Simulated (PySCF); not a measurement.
Consider `[Cl][Ge][Cl]` (Cl2Ge). Coordinates in Å; atoms count from 1 in this order:
```
Ge    0.0078   -0.0058   -0.9621
Cl    1.6821   -0.0008    0.4701
Cl   -1.6678    0.0014    0.4686
```

Energies: PBE0-D3(BJ)/ma-def2-SVP (PySCF, density fitting, integration grid level 2) on PBE0-D3(BJ)/ma-def2-SVP structures. Thermal corrections: GFN2-xTB frequencies, unscaled, ideal gas at 298.15 K and 1 bar, quasi-RRHO entropy. These were taken at the GFN2-xTB minima.

**Question.** What are the vertical and the adiabatic electron affinity for forming the radical anion?

**Answer.** 1.43 eV vertical and 1.67 eV adiabatic, the latter with zero-point energy.

**Question.** Where does the unpaired spin of the relaxed radical anion sit?

**Answer.** Ge1 (germanium) 0.94 (intrinsic atomic orbital populations).

**Question.** What reduction potential follows in acetonitrile (IEF-PCM), given that Fc+/Fc comes at 4.48 V absolute with this functional and basis?

**Answer.** In the gas phase −ΔG of reduction is 1.707 eV, and solvation is -15.1 kJ/mol for the parent and -211.9 kJ/mol for the product, so the absolute potential is 3.75 V, or -0.73 V against Fc+/Fc. Fc+/Fc in acetonitrile, 4.48 V, is PBE0-D3(BJ)/ma-def2-SVP on PBE0-D3(BJ)/def2-SVP structures with GFN2-xTB thermal terms. Benchmark calculations put it near 5.0 V in acetonitrile and DMSO, so it is about 0.5 V low, and the value against it can read up to that much too high. The solvent is electrostatics only, on gas-phase structures; the absolute scale refers to an electron at rest in vacuum.

Note: ma-def2-SVP is a small basis, whose errors can reach tens of kJ/mol; spin-orbit coupling is left out of the energies, which matters for open shells on the heavier atoms; atoms from Ga to Kr are treated without relativity.
